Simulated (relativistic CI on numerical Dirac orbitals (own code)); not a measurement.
# A ladder of approximations for the levels of Zr⁵⁺

Calculated with a relativistic CI code on KLI orbitals (one set per configuration, finite nucleus), adding one ingredient at a time: step 1, Dirac-Coulomb, each configuration alone; step 2, with Breit and QED terms; step 3, with configuration mixing; step 4, with scaled Slater integrals (0.9); step 5, with a P86 correlation estimate; step 6, tied to the ionisation limit. P86 is a density functional for the correlation energy, evaluated here for each configuration and added to its levels. Step 6 is semi-empirical: configurations made of the next ion and one excited electron move by -14620 cm⁻¹, so that their limit matches the tabulated ionisation energy, and those with a non-penetrating f or g electron also take the P86 value of the least penetrating other one.

Configuration list (outside the closed core [Ar] 3d10): 4s²4p⁵, 4s4p⁶, 4s²4p⁴4d, 4s²4p⁴5s, 4s²4p⁴5p, 4s²4p⁴5d, 4s4p⁵4d, 4s²4p⁴4f, 4s4p⁵4f, 4s²4p⁴6s, 4p⁶4d, 4s²4p⁴6p, 4s4p⁴4d², 4s²4p³4d², 4s²4p²4d³, 4s²4p²4d²5s, 4s²4p²4d²5p, 4s²4p²4d²5d, 4s4p³4d³.

Computed minus measured energy above the ground level, in cm⁻¹, for 17 of the 39 excited levels that pair in every step (one J of a term; a digit in brackets numbers repeated terms):

```
Configuration  Term    J  Measured  Step 1  Step 2  Step 3  Step 4  Step 5  Step 6
       4s²4p⁵   2P°  1/2     15603     369     117    -249    -200    -197    -198
        4s4p⁶    2S  1/2    191571   42226   41752   -3410    2175    2959    -921
     4s²4p⁴4d    4D  5/2    248940   -5696   -6091   -2010     990    2690  -11619
     4s²4p⁴4d    4F  9/2    261643   -3992   -4397     575    1782    3485  -10839
     4s²4p⁴4d    4P  1/2    272091   -3346   -3723    1888    2267    3942  -10276
     4s²4p⁴4d    2G  7/2    285967    -691   -1236    2824    2626    4329   -9979
     4s²4p⁴5s    4P  5/2    364827   -3617   -3691    7315    6597   12962   -1479
     4s²4p⁴5s    2P  1/2    384781   -1659   -1921    8704    7064   13428   -1001
     4s²4p⁴5s    2D  5/2    393555     180     -94   10728    8049   14413     -23
     4s²4p⁴5p   4P°  3/2    421258   -4571   -4717    6144    5677   12527   -1903
     4s²4p⁴5s    2S  1/2    423223    4088    3710   10208    5853   12215   -2132
     4s²4p⁴5p   4D°  7/2    427649   -4735   -4928    6031    5199   12054   -2386
     4s²4p⁴5p   2S°  1/2    444340   -2929   -3302    7273    5863   12712   -1691
     4s²4p⁴5p   2F°  5/2    449731   -1079   -1428    9060    6752   13599    -822
     4s²4p⁴5d    4D  5/2    514465   -6425   -6722    4401    3799   10766   -3672
     4s²4p⁴5d    2F  7/2    518062   -5931   -6213    4822    3711   10679   -3759
     4s²4p⁴5d    4F  3/2    528976   -5603   -6047    4492    3311   10280   -4144
```

Mean absolute errors in cm⁻¹, over all paired levels and for the configurations:

```
Configuration, levels  Step 1  Step 2  Step 3  Step 4  Step 5  Step 6
              all, 39    5266    5460    5359    4022    8361    5283
            4s²4p⁵, 1     369     117     249     200     197     198
             4s4p⁶, 1   42226   41752    3410    2175    2959     921
         4s²4p⁴4d, 16    5611    5900    3245    2138    3830   10235
          4s²4p⁴5s, 6    2120    2098    9168    7001   13365    1056
         4s²4p⁴5p, 10    2950    3169    7584    5985   12821    1588
          4s²4p⁴5d, 5    6154    6479    4514    3682   10650    3786
```

Measured levels: measured levels as listed in Rauch et al., Astron. Astrophys. 599, A142 (2017).

The mean absolute error is lowest at step 4 (4022 cm⁻¹), and the largest single drop is from step 5 to 6 (8361 to 5283). The Breit and QED terms change the top of the ground term (measured 15603) from 15971 to 15720. Mixing lowers the ground level by 20388, with 4s²4p³4d² as its largest admixture; relative to it the configurations that move most are 4s4p⁶ by -45162, 4s²4p⁴5d by +10993, 4s²4p⁴5p by +10593. Configurations whose own partners of that kind are not in the list rise by much of that lowering, so a short list can trade one imbalance for another. The P86 estimate moves 4s²4p⁴5d by +6967, 4s²4p⁴5p by +6836, 4s²4p⁴5s by +6365, and takes the mean absolute error of the excited configurations from 4122 to 8576; it adds to levels that were already too high. Step 6 takes that error from 8576 to 5417; the error more than halves for 4s4p⁶, 4s²4p⁴5s, 4s²4p⁴5p, 4s²4p⁴5d; it grows for 4s²4p⁴4d. The shift fits the limit, so it does little for low levels whose errors differ from those near the limit.
